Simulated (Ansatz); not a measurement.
Worked example: CHBrF2 + GeH2(CH3)2 → C2H4F2 + GeH2(CH3)Br

Species: CHBrF2 (bromodifluoromethane) `FC(F)Br`, singlet; GeH2(CH3)2, singlet; C2H4F2 (1,1-difluoroethane) `CC(F)F`, singlet; GeH2(CH3)Br, singlet. The partners trade Br for CH3: C–Br and Ge–CH3 bonds give way to C–CH3 and Ge–Br.

Shapes, held fixed at every level: PBE0-D4/def2-TZVP. Programs: Ansatz 0.2.0. The zero-point and thermal change to 298 K, harmonic and unscaled (PBE0-D4/def2-TZVP), is +5.6 kJ/mol.

At CCSD(T)/def2-TZVPP; 1 Eh = 2625.50 kJ/mol:

```
    species   energy (Eh)
     CHBrF2  -2810.816010
 GeH2(CH3)2  -2156.490113
     C2H4F2   -277.960991
GeH2(CH3)Br  -4689.399232
```

Problem. Work out ΔH(298 K) of the reaction at this level.

Solution. 
1. Products less reactants: (-277.960991) + (-4689.399232) − [(-2810.816010) + (-2156.490113)] = -0.054100 Eh = -142.0 kJ/mol.
2. With the thermal change: -142.0 + (+5.6) = -136.4 kJ/mol.

Other levels give -168.2 (HF/def2-TZVPP) to -126.7 kJ/mol (PBE-D4/def2-TZVPP). No measured value is set beside it here. Relativity is left out for Br, Ge unless named. Correlated rows may include outer-core shells of Br, Ge, which these sets cover unevenly.
